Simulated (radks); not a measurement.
Results of a calculation; reference values are marked as such.
Task: Ionisation of Tm2+, [Xe] 4f13, to Tm3+, [Xe] 4f12, under several functionals. Dirac Kohn-Sham, spin-unpolarised, spherical densities, point nucleus; open shells fill j = l - 1/2 first; a radial shooting solver on a logarithmic mesh with Libxc functionals. The NIST Atomic Spectra Database gives 23.66 eV (semi-empirical). Rank these functionals by the error of their Delta-SCF ionisation energy: LDA (Slater exchange, Perdew-Wang correlation); exchange-only LDA; PBEsol; PW91; RPBE; BLYP; B86b exchange with PBE correlation; BP86.

Result: From best to worst: exchange-only LDA 24.366 eV (+0.706); BLYP 25.607 eV (+1.947); RPBE 25.682 eV (+2.022); B86b exchange with PBE correlation 25.767 eV (+2.107); PBEsol 25.792 eV (+2.132); BP86 25.842 eV (+2.182); PW91 25.849 eV (+2.189); LDA (Slater exchange, Perdew-Wang correlation) 26.091 eV (+2.431). Spin polarisation and multiplet splitting are left out, so open shells lie too high by an amount that depends on their filling.

Beside tabulated values, note that spin-unpolarised runs miss the spin-polarisation part of the exchange energy of open shells.
